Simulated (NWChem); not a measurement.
Program: NWChem. System: SeSn, charge 0, spin multiplicity 1, at a geometry optimised with PBE/def2-SVP with def2 effective core potentials on Sn. The structure started from a generated list of species. Level: RHF/def2-TZVP with def2 effective core potentials on Sn.

Input file:

```
start mol
memory heap 200 mb stack 900 mb global 1100 mb
geometry units angstroms nocenter noautoz
  Sn     0.000000     0.000000     0.959386
  Se     0.000000     0.000000    -1.410862
  symmetry group C2v
end
basis spherical
  * library def2-tzvp
end
ecp
  Sn library def2-ecp
end
scf
  rhf
  nopen 0
  maxiter 100
  thresh 1e-7
  semidirect memsize 60000000 filesize 0
end
task scf energy
```

Part of the output:

```
             Northwest Computational Chemistry Package (NWChem) 7.3.0
             --------------------------------------------------------

                                NWChem Input Module
                                -------------------

 Scaling coordinates for geometry "geometry" by  1.889725989
 (inverse scale =  0.529177249)

 Turning off AUTOSYM since
 SYMMETRY directive was detected!

                             Geometry "geometry" -> ""
                             -------------------------

 Output coordinates in angstroms (scale by  1.889725989 to convert to a.u.)

  No.       Tag          Charge          X              Y              Z
 ---- ---------------- ---------- -------------- -------------- --------------
    1 Sn                  50.0000     0.00000000     0.00000000     0.95938600
    2 Se                  34.0000     0.00000000     0.00000000    -1.41086200

 Effective nuclear repulsion energy (a.u.)     379.5389019628

            Nuclear Dipole moment (a.u.)
            ----------------------------
        X                 Y               Z
 ---------------- ---------------- ----------------
     0.0000000000     0.0000000000    -0.0000151178

      Symmetry information
      --------------------

 Group name             C2v
 Group number             16
 Group order               4
 No. of unique centers     2

      Symmetry unique atoms

     1    2


 Summary of "ao basis" -> "" (spherical)
 ------------------------------------------------------------------------------
       Tag                 Description            Shells   Functions and Types
 ---------------- ------------------------------  ------  ---------------------
 *                         def2-tzvp                  on all atoms

 Summary of "ao basis" -> "ao basis" (spherical)
 ------------------------------------------------------------------------------
       Tag                 Description            Shells   Functions and Types
 ---------------- ------------------------------  ------  ---------------------
 Sn                        def2-tzvp                16       50   6s5p3d2f
[...]
    67      0.443353  2 Se py                70      0.309778  2 Se py
    61     -0.277271  2 Se py                64      0.231657  2 Se py
    17      0.185659  1 Sn py

 Vector   28  Occ=2.000000D+00  E=-3.285352D-01  Symmetry=b1
              MO Center= -1.0D-15,  2.4D-29, -9.7D-01, r^2= 2.6D+00
   Bfn.  Coefficient  Atom+Function         Bfn.  Coefficient  Atom+Function
  ----- ------------  ---------------      ----- ------------  ---------------
    66      0.443353  2 Se px                69      0.309778  2 Se px
    60     -0.277271  2 Se px                63      0.231657  2 Se px
    16      0.185659  1 Sn px

 Vector   29  Occ=0.000000D+00  E=-4.225534D-03  Symmetry=b2
              MO Center=  2.4D-29, -3.8D-15,  7.9D-01, r^2= 5.4D+00
   Bfn.  Coefficient  Atom+Function         Bfn.  Coefficient  Atom+Function
  ----- ------------  ---------------      ----- ------------  ---------------
    20      0.603611  1 Sn py                70     -0.378691  2 Se py
    17      0.359821  1 Sn py                11     -0.267572  1 Sn py
    14      0.225573  1 Sn py                67     -0.163171  2 Se py

 Vector   30  Occ=0.000000D+00  E=-4.225534D-03  Symmetry=b1
              MO Center= -2.1D-17,  1.9D-29,  7.9D-01, r^2= 5.4D+00
   Bfn.  Coefficient  Atom+Function         Bfn.  Coefficient  Atom+Function
  ----- ------------  ---------------      ----- ------------  ---------------
    19      0.603611  1 Sn px                69     -0.378691  2 Se px
    16      0.359821  1 Sn px                10     -0.267572  1 Sn px
    13      0.225573  1 Sn px                66     -0.163171  2 Se px

 Vector   31  Occ=0.000000D+00  E= 8.988406D-02  Symmetry=a1
              MO Center= -1.5D-14,  1.4D-15,  1.3D+00, r^2= 9.1D+00
   Bfn.  Coefficient  Atom+Function         Bfn.  Coefficient  Atom+Function
  ----- ------------  ---------------      ----- ------------  ---------------
    21      1.309147  1 Sn pz                56      0.581557  2 Se s
    18     -0.342718  1 Sn pz                 6     -0.274033  1 Sn s
    71      0.261734  2 Se pz                 5     -0.213946  1 Sn s
    34      0.177012  1 Sn d  0               2     -0.154023  1 Sn s

 center of mass
 --------------
 x =   0.00000000 y =   0.00000000 z =   0.01699913

 moments of inertia (a.u.)
 ------------------
         948.448945319353           0.000000000000           0.000000000000
           0.000000000000         948.448945319353           0.000000000000
           0.000000000000           0.000000000000           0.000000000000

  Mulliken analysis of the total density
  --------------------------------------

    Atom       Charge   Shell Charges
 -----------   ------   -------------------------------------------------------
    1 Sn  22    21.44   0.29 -0.77  1.54  0.95  1.09  0.76 -0.40  6.36  0.48  0.79  0.22  8.95  1.04  0.12  0.02  0.00
    2 Se  34    34.56   2.00  2.00  1.16  0.78  0.97  0.97  6.00  5.93  0.93  2.33  1.43  8.97  1.04 -0.00  0.06  0.00

       Multipole analysis of the density wrt the origin
       ------------------------------------------------

     L   x y z        total         open         nuclear
     -   - - -        -----         ----         -------
     0   0 0 0      0.000000      0.000000     56.000000

     1   1 0 0     -0.000000      0.000000      0.000000
     1   0 1 0      0.000000      0.000000      0.000000
     1   0 0 1      1.637415      0.000000    -50.763362

     2   2 0 0    -31.699231      0.000000      0.000000
     2   1 1 0      0.000000      0.000000      0.000000
     2   1 0 1      0.000000      0.000000      0.000000
     2   0 2 0    -31.699231      0.000000      0.000000
     2   0 1 1      0.000000      0.000000      0.000000
     2   0 0 2    -33.943892      0.000000    313.994210

 Task  times  cpu:        4.5s     wall:        4.5s

 Total times  cpu:        4.5s     wall:        4.5s
```
